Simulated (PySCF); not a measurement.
**Diatomic cations of Sn with group 14**

CCSD(T) with double-zeta basis sets in PySCF, for the lowest determinant that a PBE0 search found; no spin–orbit coupling. De refers to high-spin ground-configuration atoms (the charge goes to the atom of lower measured ionisation energy or higher electron affinity, which is not always the lowest computed limit).

```csv
M,basis,"reference, frozen orbitals",charged atom,state (unpaired electrons),Re (Å),ωe (cm⁻¹),De (eV)
C,x2c-SVPall,"UHF, 19",Sn+,"quartet (σ ↑, π ↑↑)",2.129,602,2.35
Si,x2c-SVPall,"UHF, 23",Sn+,"quartet (σ ↑, π ↑↑)",2.565,309,2.35
Ge,cc-pVDZ-PP,"UHF, 8",Sn+,"quartet (σ ↑, π ↑↑)",2.631,209,2.33
Sn,def2-SVP,"UHF, 8",Sn+,"quartet (σ ↑, π ↑↑)",2.817,169,2.39
Pb,def2-SVP,"UHF, 8",Sn+,"quartet (σ ↑, π ↑↑)",2.893,142,n/a
```

(1) By what factor does the well depth vary along the series?

The rows differ in basis set, which adds steps of its own.

Down a group the atoms grow and get heavier, so bonds lengthen and wavenumbers fall; this series shows no clear exception.

Correlated steps freeze the inner cores (8 to 23 orbitals); shallow outer-core shells are correlated. Correlated levels converge slowly with the basis: in double zeta they bind strong bonds too weakly, by up to about 1 eV, and carry superposition errors of some tenths. Spin–orbit coupling is left out, which matters for elements this heavy, above all for dissociation energies. For an ion De counts to the pair picked by the measured ionisation energies or electron affinities, which need not be the lowest pair at this level. States were picked by a PBE0 search and need not be the measured ground states.

Results:

(1) At CCSD(T) it runs from 2.33 eV (SnGe⁺) to 2.39 eV (Sn₂⁺), a factor of 1.03.
